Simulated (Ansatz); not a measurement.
Molecule: sum formula Sn2OH7 (charge +1, singlet). It need not be the lowest isomer of its formula. 
Geometry from a B3LYP-D3(BJ)/def2-TZVP (Ansatz, a first-principles code) optimisation:
```xyz
10

O      0.3512    -0.7182    -0.0879
Sn    -1.7746    -0.7834    -0.0003
H     -1.9847    -2.4591    -0.1039
H     -2.1424     0.1459    -1.3664
H     -2.0113    -0.0475     1.5056
Sn     1.7135     0.9095     0.0157
H      0.5345     2.1169     0.1588
H      2.4999     0.7611    -1.4753
H      2.5873     0.5066     1.4077
H      0.7614    -1.5861    -0.1939
```
Charge +1, spin multiplicity 1.

Basis-set convergence of Hartree-Fock and CCSD correlation energies (hartree) with Ansatz. Cores are frozen in the correlated levels unless marked. Spin-orbit coupling is left out. The frozen core is the preceding noble-gas configuration, with the filled d and f shells of earlier blocks. In def2 rows, elements after Kr have scalar-relativistic effective core potentials.

```tsv
basis	functions	E(HF)	E(corr, CCSD)
def2-SVP	101	-505.32747	-0.41370
def2-TZVPP	229	?	?
```

Task: Some entries are withheld; supply them.

Result: 
- def2-TZVPP, E(HF): -505.44214
- def2-TZVPP, E(corr, CCSD): -0.50824
